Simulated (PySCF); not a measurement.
A PySCF script (with the pyscf-properties extension) for the NMR shieldings of SMILES C[S@@](=O)[C@@H]1[C@@H]2C[C@@H]21, C5H8OS, on a GFN2-xTB geometry:

```python
import basis_set_exchange as bse
import numpy as np
from pyscf import gto, dft
from pyscf.prop import nmr

atoms = """
C     1.934167    0.817126    0.411043
S     1.238490   -0.073696   -1.052743
O     2.167794   -1.167539   -1.334707
C    -0.109956   -0.878030   -0.070781
C    -1.518821   -0.875022   -0.556074
C    -1.686980    0.610400   -0.573452
C    -1.142907   -0.075109    0.641633
H     1.199724    1.536291    0.753875
H     2.168187    0.097528    1.187501
H     2.839277    1.322971    0.092016
H     0.282773   -1.781480    0.384991
H    -2.205512   -1.670146   -0.750393
H    -2.696509    0.998468   -0.519172
H    -1.022195    1.207655   -1.184220
H    -1.451946   -0.061429    1.665014
"""
names = dict.fromkeys(["C", "S", "O", "H"], "pcSseg-1")
basis = {el: gto.basis.parse(bse.get_basis(n, elements=[el], fmt="nwchem")) for el, n in names.items()}
mol = gto.M(atom=atoms, basis=basis, charge=0, verbose=0)
mf = dft.RKS(mol, xc="PBE0")
mf.grids.level = 2
mf.grids.alignment = dft.numint.BLKSIZE   # the property module wants whole blocks of grid points
mf.conv_tol = 1e-9
mf.kernel()

calc = nmr.RKS(mf)   # GIAO
C = mf.mo_coeff
Co = C[:, mf.mo_occ > 0]
resp = mf.gen_response(singlet=True, hermi=2)
def vind(x):   # induced exchange potential for any number of trial vectors
    d = np.einsum("pi,xij,qj->xpq", C, 2 * x.reshape(-1, C.shape[1], Co.shape[1]), Co, optimize=True)
    return np.einsum("xpq,pi,qj->xij", resp(d - d.transpose(0, 2, 1)), C, Co, optimize=True).ravel()
mo1, _ = nmr.rhf.solve_mo1(calc, with_cphf=vind)
sigma = calc.kernel(mo1)
for i, s in enumerate(sigma):   # ppm
    print("%2d %-2s %9.2f" % (i, mol.atom_pure_symbol(i), np.trace(s) / 3))
```

**Question.** What does it print?

**Answer.** 
```
 0 C     141.15
 1 S     203.35
 2 O     311.45
 3 C     110.95
 4 C     175.51
 5 C     158.11
 6 C     177.11
 7 H      29.87
 8 H      29.19
 9 H      29.29
10 H      28.94
11 H      29.12
12 H      30.46
13 H      30.80
14 H      29.33
```

These numbers come from an equivalent density-fitted implementation of the same equations, which agrees with the script to about 0.01 ppm for H and up to a few tenths of a ppm for heavy atoms, so last digits may differ.

**Question.** Turn these shieldings into chemical shifts. References, each an isolated molecule treated in the same way: $^{13}$C (186.93 ppm) and $^{1}$H (31.72 ppm) vs TMS; $^{33}$S (503.73 ppm) against CS2; H2O for $^{17}$O (336.08 ppm).

**Answer.** Averaging equivalent atoms: C 3: 76.0; C 0: 45.8; C 5: 28.8; C 4: 11.4; C 6: 9.8; S 1: 300; O 2: 24.6; H 10: 2.78; H 11: 2.59; H 14: 2.39; H 7/8/9: 2.27; H 12: 1.26; H 13: 0.91 ppm. Experimental scales use liquid or dissolved standards, which lie at an offset from isolated H2O (liquid H2O: subtract about 36 ppm).

Size and cost of the density-fitted run: 166 basis functions, 20 s wall time on 1 thread of an Arm Neoverse V1, shared host; peak memory 0.75 GiB.
